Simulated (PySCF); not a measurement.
The first ionisation energy along the 5p block

All values are computed (PySCF 2.14, energy differences of UHF-based or UKS calculations, no spin-orbit coupling). Values in eV. The last column holds reference values (NIST; (s) semi-empirical, (t) theoretical, else measured). Unmarked ones compare directly (S terms, centres of terms, or small fine structure); those marked * lie between the lowest fine-structure levels and include a spin-orbit shift.

```tsv
element	configurations	UHF	MP2 (valence)	CCSD (valence)	CCSD(T) (valence)	PBE0	MN15	reference
In (def2-SVP with the def2 core potential (28 electrons), ECP)	[Kr] 4d10 5s2 5p1 → [Kr] 4d10 5s2	5.199	5.326	5.380	5.391	5.610	5.656	5.603
Sn (def2-SVP with the def2 core potential (28 electrons), ECP)	[Kr] 4d10 5s2 5p2 → [Kr] 4d10 5s2 5p1	6.853	7.058	7.079	7.085	7.311	7.319	7.389
Sb (def2-SVP with the def2 core potential (28 electrons), ECP)	[Kr] 4d10 5s2 5p3 → [Kr] 4d10 5s2 5p2	8.595	8.879	8.841	8.844	n/a	9.018	9.124
Te (def2-SVP with the def2 core potential (28 electrons), ECP)	[Kr] 4d10 5s2 5p4 → [Kr] 4d10 5s2 5p3	7.691	8.062	8.092	8.098	8.682	n/a	8.749
I (def2-SVP with the def2 core potential (28 electrons), ECP)	[Kr] 4d10 5s2 5p5 → [Kr] 4d10 5s2 5p4	9.592	10.054	10.026	10.028	10.552	10.371	10.519
Xe (def2-SVP with the def2 core potential (28 electrons), ECP)	[Xe] → [Kr] 4d10 5s2 5p5	11.466	12.259	12.163	12.199	12.392	12.172	12.565
```

```csv
method,elements,mean error (eV),mean absolute error (eV),largest error (eV)
UHF,6,-0.759,0.759,-1.100
MP2 (valence),6,-0.385,0.385,-0.686
CCSD (valence),6,-0.395,0.395,-0.657
CCSD(T) (valence),6,-0.384,0.384,-0.651
PBE0,5,-0.056,0.072,-0.174
MN15,5,-0.133,0.154,-0.393
```

Errors include the incompleteness of the basis and the frozen core.

"Valence" correlates the outer s and p shells and, in groups 3 to 12 and the f block, the outer d or f shell, open or full, or the next shell where the ion has no valence electron left; the wider scheme adds the next inner shell.
